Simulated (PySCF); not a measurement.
Spinor energies of Sn³⁺ (tin, charge +3)

Start: [Kr] 4d10 5s1; 5s1/2 filled at m_j = +1/2. Calculated with PySCF 2.14 in x2c-SVPall-2c with one added diffuse shell each of s, p type (7s9p4d, 54 functions): generalised Hartree-Fock with the X2C-1e Hamiltonian and a Gaussian nucleus; one run each with spin-orbit coupling (SO) switched off, then screened by Boettger's factors. This is a chosen level, not necessarily the ground level.

| spinor shell | electrons | ε, spin-free (eV) | ε, screened SO (eV) | weight of nominal j (screened SO) | rms radius, screened SO (bohr) |
| --- | --- | --- | --- | --- | --- |
| 1s1/2 | 2 | -29372.7 | -29370.1 | 1.000 | 0.0333 |
| 2s1/2 | 2 | -4551.5 | -4550.8 | 1.000 | 0.136 |
| 2p1/2 | 2 | -4083.1 | -4243.3 | 1.000 | 0.118 |
| 2p3/2 | 4 | -4083.1 | -4009.9 | 1.000 | 0.123 |
| 3s1/2 | 2 | -942.18 | -941.98 | 1.000 | 0.361 |
| 3p1/2 | 2 | -785.10 | -815.23 | 1.000 | 0.354 |
| 3p3/2 | 4 | -785.10 | -771.23 | 1.000 | 0.366 |
| 3d3/2 | 4 | -543.68 | -548.84 | 1.000 | 0.340 |
| 3d5/2 | 6 | -543.68 | -540.05 | 1.000 | 0.343 |
| 4s1/2 | 2 | -189.74 | -189.71 | 1.000 | 0.872 |
| 4p1/2 | 2 | -139.86 | -145.26 | 1.000 | 0.930 |
| 4p3/2 | 4 | -139.86 | -137.37 | 1.000 | 0.955 |
| 4d3/2 | 4 | -65.084 | -65.724 | 0.983 | 1.17 |
| 4d5/2 | 6 | -65.084 | -64.635 | 0.988 | 1.17 |
| 5s1/2 | 1 | -39.460 | -39.461 | 1.000 | 2.33 |

```csv
quantity,spin-free,screened SO
E (hartree),-6170.60920,-6172.03663
M_J,1/2,1/2
⟨J²⟩,0.750,0.750
⟨L²⟩,0.000,0.015
⟨S²⟩,0.750,0.766
```

Each row is a mean over spinors that exchange with the open shell spreads, by up to 0.553 eV (4s1/2).

Breit and QED terms are absent; they matter most for the inner s and p1/2 levels.

Densities and radii are taken from the X2C orbitals without a picture-change correction, which distorts them close to the nucleus.

Without spin-orbit coupling the j labels of p, d and f shells carry no meaning; the spin-free column gives the mean over the occupied spinors of each nl shell.
